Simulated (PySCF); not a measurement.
## Calculated data, GeH4NOSi, GeH5NOSi

All values are calculated (PySCF 2.14.0). Calculation on a computer-drawn molecule: the log of a Hartree-Fock and frozen-core CCSD(T) single point meant for a local Hartree-Fock minimum, with one planted fault or none, to be diagnosed. Offsets are logged minus clean, where the clean run is the same molecule without the fault. The reference is restricted for singlets and unrestricted otherwise, and also for a bond in bohr or an excited solution. Adding or removing an electron swaps singlet and doublet. The excited solution moves the top pair (singlet) or top alpha electron (doublet) to the lowest empty orbital. Highest occupied and lowest empty are orbital energies over both spins, largest force is the largest gradient component, triples share is (T) over the correlation energy, the T1 limit is 0.02 restricted and 0.045 unrestricted, electrons count all cores, a negative frequency is imaginary (commonest isotopes), and the dipole is about the centre of nuclear charge; on germanium a core potential holds 10 electrons, which the energies leave out, and 3d is frozen in MP2 and coupled-cluster steps.

Common to all runs: meant multiplicity 1; meant basis cc-pV(D+d)Z; meant basis and core potential on germanium cc-pVDZ-PP ECP10MDF; logged SCF converged yes; possible faults no fault, one electron removed, one electron added, multiplicity raised by two, geometry at a saddle point, SCF held on an excited solution, minimal basis STO-3G, one bond length entered in bohr, all coordinates scaled.

(1) GeH4NOSi

Logged structure:
```xyz
8
GeH4NOSi
O     -2.2170    -0.2560     0.9992
Si    -0.9574    -0.4100     0.0474
N      0.0810     0.7617    -0.1489
Ge     1.0714     2.1290    -0.2209
H     -2.8760    -0.9209     1.1577
H     -0.8287    -1.6933    -0.6239
H      2.2300     2.2698     0.7367
H      0.8217     3.1840    -1.2716
```

- meant charge: 1
- logged electrons: 64
- logged basis functions: 94
- logged spin squared: 0
- logged highest occupied: -9.2031 eV
- logged lowest empty: -10.188 eV
- logged largest force: 0.089824 hartree/bohr
- logged CC converged: no
- logged dipole magnitude: 8.8871 debye
- logged SCF stable within its kind: no
- logged energy HF: -713.27472 hartree
- planted fault: SCF held on an excited solution
- HF energy offset from clean run: 297.5 kcal/mol

Drawn bonds:
```
atom  other atom  order
   1           2      1
   2           3      2
   3           4      1
   1           5      1
   2           6      1
   4           7      1
   4           8      1
```

Notes: CCSD not converged.

(2) GeH4NOSi

Structure as in entry 1.

- meant charge: 1
- logged electrons: 63
- logged basis functions: 94
- logged spin squared: 0.7607
- logged highest occupied: -23.992 eV
- logged lowest empty: -12.046 eV
- logged largest force: 0.097101 hartree/bohr
- logged T1 diagnostic: 0.02865
- logged D1 diagnostic: 0.15011
- logged triples share: 0.025983
- logged CC converged: yes
- logged dipole magnitude: 2.4845 debye
- logged SCF stable within its kind: yes
- logged energy HF: -713.24302 hartree
- logged energy CCSD(T): -713.75693 hartree
- planted fault: withheld

Drawn bonds:
```
atom  other atom  order
   1           2      1
   2           3      2
   3           4      1
   1           5      1
   2           6      1
   4           7      1
   4           8      1
```

(3) GeH5NOSi

Logged structure:
```xyz
9
GeH5NOSi
O      0.4068    -0.5327     2.8021
Si     1.0748     0.2238     1.5358
N      0.3880     0.4429     0.1656
Ge     0.3638     1.0644    -1.5281
H     -0.4739    -0.8678     2.6963
H      2.4053     0.6154     2.0027
H      0.1424    -0.1025    -2.4995
H     -0.7829     2.0712    -1.6887
H      1.6812     1.7657    -1.9051
```

* meant charge: 0
* logged electrons: 66
* logged basis functions: 99
* logged spin squared: 0
* logged highest occupied: -2.7836 eV
* logged lowest empty: -3.9022 eV
* logged largest force: 0.22411 hartree/bohr
* logged CC converged: no
* logged dipole magnitude: 8.1414 debye
* logged SCF stable within its kind: no
* logged energy HF: -714.05131 hartree
* planted fault: withheld

Drawn bonds:
```
atom  other atom  order
   1           2      1
   2           3      2
   3           4      1
   1           5      1
   2           6      1
   4           7      1
   4           8      1
   4           9      1
```

Notes: CCSD not converged.

Q: GeH4NOSi (entry 2): planted fault?
A: one electron removed

Q: GeH5NOSi (entry 3): planted fault?
A: SCF held on an excited solution

Further results for GeH4NOSi (entry 2):

- HF energy offset from clean run: 317.4 kcal/mol
- CCSD(T) energy offset from clean run: 346.4 kcal/mol

Further results for GeH5NOSi (entry 3):

* HF energy offset from clean run: 322.5 kcal/mol
